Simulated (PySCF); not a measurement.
Al(Me)2(F) (C2H6AlF), SMILES [CH3][Al]([F])[CH3].

Geometry: PBE-D3(BJ)/def2-SVP. The isomer is the one that the SMILES or the coordinates give; other isomers of the formula were not compared.

Computed with PBE-D3(BJ)/def2-SVP (PySCF).

Frequencies are harmonic and unscaled.

Computed vibrational spectrum:
```tsv
mode	ν (cm⁻¹)	IR (km/mol)	moving atoms (share of kinetic energy)
1	6	0.2	H 95 %
2	23	0.1	H 98 %
3	162	1.1	C 40 %, H 37 %, Al 14 %, F 10 %
4	197	13.5	Al 51 %, H 27 %, F 14 %, C 9 %
5	214	18.2	F 45 %, C 21 %, H 18 %, Al 17 %
6	524	0.0	H 46 %, C 46 %
7	548	0.0	H 59 %, C 36 %
8	611	5.2	H 71 %, C 26 %
9	669	99.4	H 67 %, C 21 %, Al 12 %
10	687	19.1	H 64 %, C 21 %, F 14 %
11	708	135.9	Al 46 %, C 30 %, H 23 %
12	847	148.6	Al 48 %, F 40 %
13	1164	13.5	H 80 %, C 20 %
14	1166	36.8	H 78 %, C 22 %
15	1374	1.4	H 95 %
16	1375	1.1	H 96 %
17	1377	1.1	H 95 %
18	1378	2.4	H 96 %
19	2964	3.1	H 97 %
20	2965	0.5	H 97 %
21	3053	6.3	H 91 %, C 9 %
22	3054	0.9	H 91 %, C 9 %
23	3076	1.5	H 91 %, C 9 %
24	3076	7.5	H 91 %, C 9 %
```
